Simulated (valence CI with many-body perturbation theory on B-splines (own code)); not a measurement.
The numbers below are computed, except where a source is named.
**A CI+MBPT run for Pt37+**

Method: valence CI with perturbative core correlation (CI+MBPT): five valence electrons over a frozen Dirac-Fock core [Kr], a basis of 7 s, 7 p, 8 d, 6 f, 4 g, 1 h functions for each j, with the one-electron correlation potential Σ1 (screened to all orders), the two-electron term Σ2, the three-electron term Σ3, Breit, model QED; selected single and double excitations, second order for the rest (own B-spline code, finite nucleus).

Command, and the settings that its task file holds:

```sh
python run_cv.py task.json out
```

```
atom Pt  Z=78  mass_number=195  rms_radius_fm=5.4270
core [Kr]
valence 4d5
avg = 1
basis = M
breit = 1
cap = 40000
capref = 1200
cscale = 1
de = 0.0
dress = 0
eps = 2e-08
h = 0.27
hh = 1
l2 = 3
lcore = 6
maxit = 60
n2 = 5
natural = 1
nlev = 45
nno = [4, 4, 5, 4, 3, 1]
nroot = 26
nsp = [3, 3, 3, 2, 1, 0]
pt2 = 1
qed = 1
rpa = 1
s1 = 1
s2 = 1
s3 = 1
screen = 1
tol = 2e-05
```

**Question.** Roughly how long does this run take on one core of Arm Neoverse V2, and how much memory?

**Answer.** 3.6 min on 1 thread of Arm Neoverse V2, on a shared host, peak memory 1.4 GiB.

Log. The first blocks belong to the next ion, which gives the ionisation energy. Fields: 2J, parity (1 odd), roots, reference size, generating configurations, candidates as configurations/state functions, variational space P, stored matrix elements, Davidson steps; e2 is the range of second-order energies in hartree. The first line gives the box (bohr), its intervals, the orbitals and the steps of their self-consistent field. Window is the range of levels sought, series limit the energy at which the first omitted orbital would enter, core excitation an estimate of the first excitation out of the core, left out the lowest levels not solved, and shifts from estimates the range by which levels moved from their first estimate, all in cm⁻¹.

```
rmax 3.9 intervals 58 orbitals 59 references ['4d5', '4d4 4f', '4d3 4f2', '4d4 5s', '4d4 5p'] scf 5 t 1.3
2J=0 par=0 roots 2 ref 26 generators 6 cand 7162/17694 P 1361/2570 nnz 1.2e+06 it 5
2J=0 par=0 roots 2 ref 26 generators 11 cand 9610/24470 P 2021/4142 nnz 2.5e+06 it 4
   second order: generators 11 cand 8950/22898 e2 -0.00003 -0.00001
reference levels 1532, estimated 37, window 790275 1/cm; series limit 8715297, core excitation 1388882
2J=5 par=0 roots 10 ref 183 generators 14 cand 12989/429586 P 566/8000 nnz 1.3e+07 it 7
2J=5 par=0 roots 10 ref 183 generators 16 cand 12624/424269 P 1959/27135 nnz 1.3e+08 it 7
   second order: generators 22 cand 18189/682596 e2 -0.00086 -0.00052
2J=7 par=0 roots 7 ref 192 generators 9 cand 12976/478234 P 451/7980 nnz 1.5e+07 it 5
2J=7 par=0 roots 7 ref 192 generators 12 cand 12685/472925 P 1504/25116 nnz 1.2e+08 it 7
   second order: generators 19 cand 22917/931390 e2 -0.00108 -0.00075
2J=3 par=0 roots 7 ref 141 generators 11 cand 12943/324958 P 660/7973 nnz 1.4e+07 it 5
2J=3 par=0 roots 7 ref 141 generators 12 cand 12500/319600 P 2178/25988 nnz 1.2e+08 it 7
   second order: generators 23 cand 22942/626109 e2 -0.00049 -0.00031
2J=11 par=0 roots 3 ref 150 generators 8 cand 12648/423803 P 604/7999 nnz 1.5e+07 it 4
2J=11 par=0 roots 3 ref 150 generators 12 cand 12255/418423 P 1939/25243 nnz 1.2e+08 it 6
   second order: generators 15 cand 16270/590753 e2 -0.00037 -0.00034
2J=9 par=0 roots 5 ref 181 generators 9 cand 12867/472685 P 493/7985 nnz 1.5e+07 it 5
2J=9 par=0 roots 5 ref 181 generators 12 cand 12545/467368 P 1567/24813 nnz 1.3e+08 it 8
   second order: generators 18 cand 19157/767204 e2 -0.00105 -0.00058
2J=1 par=0 roots 4 ref 77 generators 9 cand 12685/174254 P 1160/7994 nnz 1.3e+07 it 5
2J=1 par=0 roots 4 ref 77 generators 12 cand 11861/168830 P 2960/22133 nnz 6.4e+07 it 5
   second order: generators 15 cand 16123/255997 e2 -0.00016 -0.00009
2J=13 par=0 roots 1 ref 112 generators 2 cand 7164/242208 P 710/8000 nnz 1.8e+07 it 4
2J=13 par=0 roots 1 ref 112 generators 5 cand 10747/335102 P 1650/19883 nnz 8.4e+07 it 5
   second order: generators 8 cand 13589/409996 e2 -0.00016 -0.00016
left out: unestimated 1681724, estimated none, shifts from estimates -711 to 118
operators 2.6
```

The Davidson iterations converged.

The last digits are not significant, and no measured levels were compared; by estimate large intervals hold to a few tenths of a per cent, small ones and those within an open d or f shell to about a per cent. Only levels of the ground parity were solved; by the run's estimate the other parity begins above the list, which can be wrong where configurations are misplaced.

- Valence energy: -334.2723 hartree
- Ionisation energy: 1681.2 eV (NIST: 1680 ± 4 eV (theoretical))
- Reference configurations for the orbitals: 4d5, 4d4 4f, 4d3 4f2, 4d4 5s, 4d4 5p
- Radial orbitals: 59
- Box radius: 3.93 bohr
- Largest variational space: 27135
- Lowest levels: (4d3/2^4 4d5/2) J=5/2 0, (4d3/2^3 4d5/2^2) J=5/2 [a] 146150, (4d3/2^3 4d5/2^2) J=7/2 [a] 186230, (4d3/2^3 4d5/2^2) J=3/2 [a] 190870, (4d3/2^3 4d5/2^2) J=11/2 194670, (4d3/2^3 4d5/2^2) J=9/2 208750, (4d3/2^3 4d5/2^2) J=5/2 [b] 218710, (4d3/2^3 4d5/2^2) J=1/2 227700, (4d3/2^3 4d5/2^2) J=7/2 [b] 234160, (4d3/2^3 4d5/2^2) J=3/2 [b] 285640, (4d3/2^2 4d5/2^3) J=5/2 [a] 330470, (4d3/2^2 4d5/2^3) J=7/2 [a] 357740, (4d3/2^2 4d5/2^3) J=11/2 363270, (4d3/2^2 4d5/2^3) J=9/2 [a] 368330 cm⁻¹

Levels are named by their leading jj configuration (3d3/2^4 stands for four electrons in 3d with j = 3/2), which in mixed levels can hold well under half, so a name can repeat and another be missing. Letters in brackets count levels of one name in rising energy.
